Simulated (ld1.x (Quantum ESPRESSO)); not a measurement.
**PBE TM dataset for antimony (Sb), scalar-relativistic all-electron reference.**

Sb, norm-conserving Troullier–Martins (Kleinman–Bylander form), made with ld1.x (Quantum ESPRESSO) 7.5 (PBE, scalar-relativistic). Core [Kr] 4d10, reference 5s1.5 5p3.5. Waves: 5s (bound): rc 1.90 bohr; 5p (bound): rc 1.95 bohr; 5d channel at 0.3 Ry: rc 1.80 bohr. Local part: all-electron potential smoothed inside 1.45 bohr (lloc = -1). Core correction: none.

All-electron outer shells of the reference configuration (PBE, scalar-relativistic, ld1.x):

```json
{"shell": "4p", "level (eV)": "-102.53", "outermost node (bohr)": "0.39", "outermost maximum (bohr)": "0.76"}
{"shell": "4d", "level (eV)": "-34.22", "outermost node (bohr)": "0.38", "outermost maximum (bohr)": "0.84"}
{"shell": "5s", "level (eV)": "-13.24", "outermost node (bohr)": "0.95", "outermost maximum (bohr)": "1.88"}
{"shell": "5p", "level (eV)": "-5.12", "outermost node (bohr)": "1.04", "outermost maximum (bohr)": "2.32"}
```

**Question.** Does the generator finish with these settings?

**Answer.** Yes, a potential is produced and its reference levels are reproduced.

**Question.** Estimate the cutoffs (Ry, on a coarse ladder) from which the occupation-weighted sum of valence levels, in a spherical-Bessel basis at the reference potential, stays within 10 and 1 mRy of its value at 400 Ry.

**Answer.** 21 Ry and 35 Ry.

**Question.** What does a ghost test show?

**Answer.** Ghost states, extra bound levels that the all-electron valence spectrum of the same l lacks: d at -170.0 eV, s at -101.5 eV, p at -0.68 eV. A true bound ghost makes a file unfit for plane-wave use. The logarithmic derivative shows an extra or strongly shifted pseudo pole above the reference energy (p near -0.05 Ry, d near 1.62 Ry).

**Question.** Which valence shell sets the plane-wave cutoff?

**Answer.** 5s: its level needs 30 Ry to come within 1 mRy, against 15 Ry for 5p.

**Question.** Tests: 5s2 5p3; 5s2 5p2; 5s2 5p1; 5s0 5p5; 5s2 5p2.5; 5s1 5p4; 5s2 5p0. Which has the largest error in its energy relative to the reference configuration, and how large is it?

**Answer.** 5s2 5p1, with +1086 meV (all-electron minus pseudo) on +20.26 eV.
